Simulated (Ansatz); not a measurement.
Ideal-gas functions of ClHO₃W, SMILES `[O]=[W](=[O])([OH])[Cl]` at 400 K and 1 bar, from an Ansatz frequency run at PBE0-D4/def2-TZVP.

Molar mass 268.3 g/mol, point group C1 (symmetry number 1), electronic degeneracy 1, moments of inertia 135.119, 253.129, 266.847 u Å². Harmonic wavenumbers (cm⁻¹, unscaled): 157, 181, 241, 262, 276, 359, 428, 615, 754, 1019, 1063, 3897.

Use S(trans) = R[1.5 ln M + 2.5 ln T − 1.1517]; rotational temperatures θ = 24.2544 K / I; S(rot) = R[ln(√π/σ · √(T³/θAθBθC)) + 1.5]; for each mode x = 1.438777 ν̃/T, S = R[x/(eˣ − 1) − ln(1 − e⁻ˣ)] and H = RT x/(eˣ − 1); 1 cm⁻¹ = 0.0119627 kJ/mol; R = 8.31446 J/(mol·K).

Question: By hand: the entropy, in J/(mol·K).

Answer: Translation 184.7. Rotation: θ = 0.1795, 0.0958, 0.0909 K, giving 118.8. Vibration, mode by mode: 13.18, 12.03, 9.76, 9.11, 8.71, 6.74, 5.50, 3.22, 2.17, 1.02, 0.89, 0.00, in all 72.3. Electronic 0.0. Sum 375.8 J/(mol·K).

Question: By hand: H − E and G − E in kJ/mol, counted from the electronic energy.

Answer: Zero-point energy ½ × 9252 × 0.0119627 = 55.3; thermal vibration 16.0; translation, rotation and pV give 4 RT = 13.3. H − E = 84.6 kJ/mol, and G − E = 84.6 − 400 × 375.8/1000 = -65.7 kJ/mol.

Vibration gives 19 % of the entropy. The sum counts one conformer and one mirror image; others add a mixing term.
